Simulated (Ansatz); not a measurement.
F3Y (SMILES [F][Y]([F])[F]), singlet, geometry from GFN2-xTB (such geometries of metal compounds can be far from the true shape) (core potentials on Y); PBE0/def2-SV(P) run with Ansatz (a first-principles code).

Ansatz was given this input:
Ansatz 0.2 input:
```yaml
crystal:
  periodic: [false, false, false]
  atoms:
    - {symbol: Y, position_ang: [0.06440607, -0.13267464, -0.31224007]}
    - {symbol: F, position_ang: [-1.52788470, -0.68420205, 0.52720126]}
    - {symbol: F, position_ang: [-0.08680010, 1.74084587, -0.20597742]}
    - {symbol: F, position_ang: [1.33559184, -0.48172038, 1.03181646]}
basis:
  gaussian:
    orbitals: def2-SV_P_.json
    fitting: {mean_field: def2-universal-JKFIT}
hamiltonian:
  xc: pbe0
```
The basis file holds def2-SV(P) in the JSON format of the Basis Set Exchange.

It wrote (shortened):

```
Functional definition: PBE0
486 factors; integrals over basis functions are off by at most 8.5e-2 eV
mean field evaluation 1: about -9177.8016 eV, gradient 6.5e1 eV
mean field evaluation 2: about -9151.9511 eV, gradient 1.4e2 eV
mean field evaluation 4: about -9184.7404 eV, gradient 1.6e0 eV
mean field evaluation 8: about -9184.7455 eV, gradient 3.3e-2 eV
mean field -9184.74553062 eV, -337.5331726062 hartree, gradient 3.7e-5 eV, S^2 0.000000; 0 other end points of the search recorded, 0 dependent functions left out
reference -9184.74557740 eV, -337.5331743254 hartree; 19, 19 occupied and 47, 47 virtual orbitals, 486 factors
Total energy: -9184.74557740 eV, -337.5331743254 hartree
```
